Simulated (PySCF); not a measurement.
C₃H₂N, charge -1, singlet, geometry from GFN2-xTB. Base run: LC-WPBE/6-31G*, TDA (PySCF).

Here is a job for PySCF.
```python
from pyscf import gto, scf, dft, tdscf

mol = gto.M(
    atom='''
C    -0.120595   -1.695859    0.008662
C     0.478959   -0.514868    0.006682
C    -0.036520    0.737111   -0.004464
H    -1.215760   -1.893473    0.001174
H     0.461673   -2.623511    0.018494
N    -0.168140    1.908383   -0.012135
''',
    basis='6-31g*',
    charge=-1,
    spin=0,
    verbose=4,
)

mf = dft.RKS(mol)
mf.xc = 'lc_wpbe'
mf.kernel()
td = mf.TDA()
td.nstates = 5
td.kernel()
td.analyze()
```

Each row names what was changed in the base input (with any setting that the change needs).

| change | first excitation (eV) | oscillator strength of the first | second (eV) | core-seconds (rough) |
|---|---|---|---|---|
| base | 2.73 | 0.003 | 6.07 | 20 |
| functional = pbe | 2.60 | 0.002 | 5.34 | 10 |
| functional = pbe0 | 2.71 | 0.002 | 5.72 | 10 |
| functional = b3lyp | 2.70 | 0.002 | 5.58 | 10 |
| guess vectors = 13 for 5 states | 2.73 | 0.003 | 6.07 | 20 |
| states = triplets | 2.08 | - | 3.60 | 20 |
| functional = bhandhlyp | 2.85 | 0.003 | 5.90 | 10 |
| conv_tol = 1e-3 | 2.73 | 0.003 | 6.07 | 20 |
| response = full linear response | 2.65 | 0.002 | 5.93 | 40 |
| basis = def2-SVP | 2.72 | 0.003 | 5.83 | 20 |
| functional = m062x | 2.53 | 0.002 | 5.86 | 40 |

An iterative solver can miss low states, so a row lists the states that it found.
